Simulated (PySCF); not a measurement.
# Frontier levels across methods

C3H5AlClF.
Numbering: `[CH2:1]=[CH:2][CH2:3][Al:4]([F:5])[Cl:6]` (hydrogens: H7, H8 on C1; H9 on C2; H10, H11 on C3)

Structure used (PBE0-D3(BJ)/def2-SVP), in Å, numbered top down from 1:
```
atom  x, y, z in Å
C1    -1.8830   -0.0962   -0.4762
C2    -0.7538   -0.6584   -0.0370
C3     0.2673   -0.0002    0.8275
Al4    1.8991    0.4749   -0.1204
F5     3.2267    1.0039    0.7280
Cl6    2.1064    0.3636   -2.1976
H7    -2.5677   -0.6379   -1.1328
H8    -2.1619    0.9255   -0.1969
H9    -0.5296   -1.6851   -0.3547
H10   -0.1247    0.9339    1.2694
H11    0.5670   -0.6417    1.6757
```

Basis pcSseg-2 throughout (PySCF), one geometry. Isolated species at its PBE0-D3(BJ)/def2-SVP geometry (one conformer only).

Problem. How do the orbital energies, the gap and the dipole change with the method?

Solution. 
| method | kind | HOMO (eV) | LUMO (eV) | gap (eV) | μ (D) | SCF cycles |
| --- | --- | --- | --- | --- | --- | --- |
| BLYP | GGA | -6.03 | -1.62 | 4.41 | 1.94 | 17 |
| B97-D | GGA | -6.10 | -1.55 | 4.55 | 1.92 | 17 |
| OPBE | GGA | -6.13 | -1.37 | 4.76 | 1.92 | 18 |
| KT3 | GGA | -6.19 | -1.68 | 4.51 | 1.96 | 17 |
| PBE | GGA | -6.19 | -1.70 | 4.49 | 1.95 | 17 |
| KT2 | GGA | -6.22 | -1.83 | 4.39 | 2.01 | 17 |
| BP86 | GGA | -6.28 | -1.75 | 4.53 | 1.95 | 17 |
| LDA | LDA | -6.39 | -1.97 | 4.42 | 2.01 | 16 |
| B97-2 | global hybrid | -7.01 | -0.84 | 6.17 | 1.99 | 14 |
| B3LYP | global hybrid | -7.06 | -1.12 | 5.94 | 1.99 | 14 |
| PBE0 | global hybrid | -7.27 | -0.87 | 6.41 | 2.01 | 14 |
| mPW1PW91 | global hybrid | -7.29 | -0.86 | 6.43 | 2.01 | 13 |
| BHandHLYP | global hybrid | -8.21 | -0.11 | 8.10 | 2.05 | 12 |
| CAM-B3LYP | range-separated hybrid | -8.58 | 0.03 | 8.61 | 2.02 | 12 |
| wB97X-D | range-separated hybrid | -9.09 | 0.82 | 9.92 | 2.00 | 14 |
| HF | Hartree–Fock | -9.60 | 1.68 | 11.28 | 2.06 | 10 |
| LC-wPBE | range-separated hybrid | -9.94 | 1.16 | 11.10 | 2.01 | 14 |

The HOMO spans 3.90 eV, from BLYP down to LC-wPBE, and the gap runs from 4.39 eV (KT2) to 11.28 eV (HF). Over the methods BLYP (0 %), B97-D (0 %), OPBE (0 %), KT3 (0 %), PBE (0 %), KT2 (0 %), BP86 (0 %), LDA (0 %), B97-2 (21 %), B3LYP (20 %), PBE0 (25 %), mPW1PW91 (25 %), BHandHLYP (50 %), HF (100 %), a straight line through the gap against the share of exact exchange rises by 0.69 eV for each 10 % (correlation coefficient 0.998). The dipole ranges from 1.92 D (B97-D) to 2.06 D (HF). This basis has no diffuse functions.
